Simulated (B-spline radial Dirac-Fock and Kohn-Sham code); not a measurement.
A summary of the ionisation energies of dysprosium (Z = 66) against charge, from Dirac-Fock energy differences between relaxed states, corrected for Breit and QED terms and from the NIST table. The largest relative steps of the computed values, from charge +5 on, come at Dy²⁰⁺ (46 electrons left, 466.8 to 667.1 eV); Dy³⁸⁺ (28 electrons left, 1690.0 to 2898.0 eV); Dy⁵⁶⁺ (10 electrons left, 5411.6 to 12355.3 eV); Dy⁶⁴⁺ (2 electrons left, 15227.6 to 61732.8 eV). The median of |NIST − computed| / NIST over the 66 ions is 1.38 %.

| charge | computed (eV) | NIST (eV) |
| --- | --- | --- |
| 0 | 4.91 | 5.939061 |
| 4 | 75.63 | 62.1 |
| 8 | 139.2 | 152 |
| 12 | 245.6 | 259 |
| 16 | 354.0 | 366 |
| 20 | 667.1 | 664 |
| 24 | 832.0 | 827 |
| 28 | 1007.2 | 1014 |
| 32 | 1340.9 | 1325 |
| 36 | 1638.0 | 1638 |
| 40 | 3119.5 | 3098 |
| 44 | 3581.1 | 3607 |
| 48 | 4370.1 | 4303 |
| 52 | 4811.2 | 4945 |
| 56 | 12355.3 | 12081 |
| 60 | 13593.2 | 14144 |
| 64 | 61732.8 | 61736.62 |
